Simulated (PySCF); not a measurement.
Species: C6H6NOP.
Atom-mapped SMILES: `[CH3:1][c:2]1[cH:3][n:4][cH:5][p:6][c:7]1[CH:8]=[O:9]`

Geometry (GFN2-xTB, Å), atoms numbered from 1 in this order:
```xyz
15
C6H6NOP angstrom
C      1.0567   -1.5388   -0.2056
C      0.0092   -0.4977   -0.0043
C     -1.3027   -0.9054    0.2451
N     -2.3473   -0.1279    0.4448
C     -2.2653    1.1773    0.4296
P     -0.8452    2.1579    0.1609
C      0.3255    0.8660   -0.0623
C      1.6849    1.3570   -0.3180
O      2.6780    0.7032   -0.5065
H      1.8487   -1.4251    0.5329
H      0.6299   -2.5359   -0.1278
H      1.5246   -1.4200   -1.1817
H     -1.5225   -1.9658    0.2861
H     -3.2036    1.6945    0.6081
H      1.7245    2.4688   -0.3230
```

NICS is the negative of the GIAO shielding at a point without a nucleus: at the ring centre (0) and 1 Å above and below it (1); zz is the component along the ring normal. Level: GIAO PBE0/pcSseg-1 (PySCF, non-relativistic, gas phase) on the GFN2-xTB geometry, one conformer.

Ring bond lengths (Å), with Mayer bond orders in brackets: C2–C3 1.396 (1.37), C3–N4 1.317 (1.49), N4–C5 1.308 (1.48), C5–P6 1.747 (1.29), P6–C7 1.758 (1.28), C7–C2 1.401 (1.31).

**Question.** Give the NICS values of each ring in ppm.

**Answer.** 
```tsv
ring	type	NICS(0)	NICS(1), two faces	NICS(1)zz, two faces	rms pucker (Å)	centre to ring atoms, mean (Å)
C2–C3–N4–C5–P6–C7	6-membered ring with N and P; formal bonds all aromatic	-6.9	-10.8 / -10.8	-26.0 / -26.0	0.00	1.48
```

**Question.** What can be read from them?

**Answer.** 
- C2–C3–N4–C5–P6–C7: mean NICS(1)zz -26.0 ppm, shielded.

**Question.** How equal are the bonds by HOMA? HOMA = 1 − mean of α(R − Ropt)² over the ring bonds, with Krygowski's 1993 parameters (CC: Ropt 1.388 Å, α 257.7 Å⁻²; CN: Ropt 1.334 Å, α 93.52 Å⁻²; CP: Ropt 1.698 Å, α 118.91 Å⁻²).

**Answer.** 
- C2–C3–N4–C5–P6–C7: HOMA 0.86; the largest term is that of P6–C7, α(R − Ropt)² = 0.42.

**Question.** At the first NICS(1) probe listed for ring C2–C3–N4–C5–P6–C7, 1 Å off the ring, what do the in-plane components average?

**Answer.** The isotropic value is a third of the trace: (3 × -10.8 − (-26.0))/2 = -3.2 ppm.

**Question.** Give the inner angles of the rings and the Hirshfeld charges of the ring atoms.

**Answer.** 
- C2–C3–N4–C5–P6–C7: C2 120.3° (+0.029 e), C3 126.8° (+0.023 e), N4 122.5° (-0.138 e), C5 127.8° (-0.039 e), P6 98.5° (+0.118 e), C7 124.0° (-0.067 e); sum 720.0° against 720° for a flat convex ring.

**Question.** How shielded are the nuclei of the rings and their hydrogens (means over atoms taken as equivalent)?

**Answer.** 
```csv
atoms,environment,σ isotropic (ppm)
C2,substituted aromatic carbon,42.9
C3,aromatic CH next to a ring nitrogen,30.2
N4,pyridine-type nitrogen,-120.1
C5,aromatic CH next to a ring nitrogen,-2.0
P6,phosphorus bonded to 2 C,58.4
C7,substituted aromatic carbon,8.9
H13,aromatic hydrogen,22.46
H14,aromatic hydrogen,20.74
```
